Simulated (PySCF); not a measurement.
Bonds (- single, = double, # triple, : aromatic): C1-C2, C2=S3, C2-Si4, Si4-Si5, Si4-Si6. C1 carries H7, H8, H9; Si4 carries H10; Si5 carries H11, H12, H13; Si6 carries H14, H15, H16.

Geometry: GFN2-xTB; GIAO absolute shieldings from PySCF 2.14.0 with density-fitted response routines, gas phase, non-relativistic, averaged over equivalent atoms.

At PBE0/pcSseg-1 (180 basis functions, 28 s wall time on 1 thread of an Arm Neoverse V2, shared host):
```
                  atoms  σ (ppm)
                     C2   -147.6
                     C1    129.6
                     S3   -902.2
                    Si4    424.5
                Si5/Si6    450.3
                    H10    26.46
               H7/H8/H9    28.01
H11/H12/H13/H14/H15/H16    28.17
```

Predict the values at LC-wPBE/pcSseg-1 on the same geometry.

## Answers


```tsv
atoms	σ at LC-wPBE/pcSseg-1	change
C2	-164.1	-16.5
C1	135.7	+6.1
S3	-1032.0	-129.8
Si4	429.4	+4.9
Si5/Si6	457.8	+7.5
H10	26.83	+0.37
H7/H8/H9	28.15	+0.14
H11/H12/H13/H14/H15/H16	28.35	+0.18
```

The largest change is at S3 (thione sulfur). Cost: 180 basis functions, 35 s wall time on 1 thread of an Arm Neoverse V2, shared host.
